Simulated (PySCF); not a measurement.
A GIAO shielding run with PySCF 2.14.0 with density-fitted response routines (density fitting, non-relativistic, gas phase) on `C1(SC)=CC=CC=C1`, C7H8S:

```
{"job": {"kind": "nmr", "xc": "PBE0", "basis": "pcSseg-1"}, "charge": 0, "multiplicity": 1}
C     -2.792897    -0.851646    -0.459847
S     -1.986544     0.761051    -0.672718
C     -0.308984     0.473098    -0.193533
C      0.182156    -0.755983     0.221563
C      1.516177    -0.876842     0.573201
C      2.363808     0.214445     0.515542
C      1.870495     1.441702     0.099545
C      0.543077     1.573422    -0.252823
H     -3.829441    -0.698839    -0.744115
H     -2.336208    -1.586824    -1.116014
H     -2.737677    -1.161046     0.579832
H     -0.457564    -1.622419     0.276579
H      1.890743    -1.837409     0.895831
H      3.402594     0.111481     0.790668
H      2.524065     2.299915     0.051401
H      0.148602     2.524838    -0.576524
```

Hardware: 1 thread of an x86-64 server CPU, shared host. The job also computes population analyses, field gradients, ring-centre shieldings.

(1) How large is the calculation?

(2) How long does it take?

Results:

(1) 66 electrons, 183 basis functions and 966 auxiliary functions.

(2) 19 s of wall time, with 14 SCF cycles and 5 response iterations. Times on a shared host scatter by some tens of per cent.
